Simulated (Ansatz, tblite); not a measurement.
Removing and adding an electron: Si₁₅ (the lowest singlet isomer of a short search). Charge 0, multiplicity 1. Geometry: r2SCAN-D4/def2-SVP, loosely relaxed. Ansatz, gas phase; energy differences of separate SCF runs; the oxidised species was run as a doublet alone; the reduced species was run as a doublet alone.

```xyz
15

Si   -1.670    0.505    2.139
Si   -0.372   -0.567   -2.071
Si    3.129    0.516    2.044
Si   -2.171    0.555   -0.205
Si    3.400    1.622   -0.205
Si    2.022    2.704    1.642
Si   -3.969   -1.095   -0.263
Si    1.546   -1.998   -1.630
Si    1.972   -0.355    0.012
Si    0.653    0.652    1.707
Si   -2.210   -1.922   -1.631
Si   -1.986   -1.576    1.076
Si    0.963    1.766   -0.353
Si   -0.392   -2.531   -0.391
Si   -0.914    1.724   -1.871
```

The xTB rows come from tblite. The structure comes from a short search, and lower isomers may exist.

| level | −HOMO (eV) | vertical IE (eV) | −LUMO (eV) | vertical EA (eV) | HOMO–LUMO gap (eV) | IE − EA (eV) | remarks |
| --- | --- | --- | --- | --- | --- | --- | --- |
| PBE-D4/def2-SVP | 5.37 | 7.06 | 4.20 | 2.56 | 1.18 | 4.50 | loose geometry (+1 doublet), loose geometry (-1 doublet), loose geometry (singlet) |
| PBE0-D4/def2-SVP | 6.13 | 7.31 | 3.73 | 2.64 | 2.40 | 4.67 | loose geometry (+1 doublet), loose geometry (-1 doublet), loose geometry (singlet) |

Problem. Estimate the rows for GFN1-xTB, GFN2-xTB.

Solution. 
```csv
level,−HOMO (eV),vertical IE (eV),−LUMO (eV),vertical EA (eV),HOMO–LUMO gap (eV),IE − EA (eV),remarks
GFN1-xTB,8.99,10.35,8.49,–,0.50,–,"loose geometry (+1 doublet), loose geometry (singlet)"
GFN2-xTB,5.62,7.32,4.92,3.25,0.71,4.06,"loose geometry (+1 doublet), loose geometry (-1 doublet), loose geometry (singlet)"
```

   Raw xTB energy differences between charge states are shifted by several eV; the methods need an empirical correction for them. Sets without diffuse functions give affinities that are too small.
